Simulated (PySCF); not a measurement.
Ti(F)4 cation (F4Ti), SMILES [F][Ti]([F])([F])[F] (connectivity only; charge and spin as stated), charge +1, multiplicity 2.

Geometry: TPSSh-D3(BJ)/def2-SVP. The multiplicity is an assumed one; other spin states were not compared. The isomer is the one that the SMILES or the coordinates give; other isomers of the formula were not compared.

These are PBE/def2-TZVP in PySCF values and carry that method's errors.

The molecule is in vacuum.

The total energy is -1248.24176 hartree and the point group comes out as C2v. The α spin, highest occupied and lowest empty level is -17.40 and -12.17 eV, the β spin, highest occupied and lowest empty level comes out as -17.39 and -16.06 eV and the dipole moment about the centre of nuclear charge is 0.28 D. The mean static polarisability is 32.4 bohr³ (4.80 Å³) and the polarisability, principal values is 30.8, 31.0, 35.3 bohr³. The ⟨S²⟩ is 0.756 (pure state 0.75).
